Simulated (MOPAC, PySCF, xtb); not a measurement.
Complex: dimethyl selenide (SMILES C[Se]C) (first 9 atoms) with NH3 (SMILES N); geometry from B3LYP-D3(BJ)/def2-TZVP, rigid monomers moved along the line of their centres of mass till H8···N10 is 3.51 Å.
(charge 0, multiplicity 1):
| atom | x (Å) | y (Å) | z (Å) |
|---|---|---|---|
| C | -0.7987 | 0.0632 | -1.8323 |
| Se | -0.6052 | 0.3573 | 0.0973 |
| C | 1.3183 | 0.7299 | 0.1027 |
| H | -0.1782 | -0.7731 | -2.1477 |
| H | -1.8452 | -0.1698 | -2.0179 |
| H | -0.5251 | 0.9642 | -2.3773 |
| H | 1.8596 | -0.1130 | -0.3225 |
| H | 1.5866 | 0.8564 | 1.1492 |
| H | 1.5251 | 1.6379 | -0.4597 |
| N | 0.6109 | 0.0864 | 4.4367 |
| H | 1.0063 | -0.2840 | 5.2933 |
| H | -0.1348 | 0.7225 | 4.6958 |
| H | 0.1820 | -0.6852 | 3.9368 |

Interaction energies are E(AB) − E(A) − E(B) at the monomers' geometry in the complex; basis-set methods are counterpoise corrected. Rows marked so take none.

Rows in 6-31G* carry no dispersion term and start afresh at each structure (6-31G* with six Cartesian d functions); the Pople sets are all-electron and without relativity. The state reached by PM3 isn't checked.

The values were computed with MOPAC for PM3 (differences of heats of formation); PySCF for 6-31G* rows; xtb for the GFN methods. 

Question: One of these levels gives -1.33 kcal/mol for the interaction energy. Which one is it?
A. HF/6-31G* (no counterpoise)
B. PM3
C. GFN-FF

Answer: A, HF/6-31G* (no counterpoise). The others give -0.91 (GFN-FF), -0.52 (PM3)
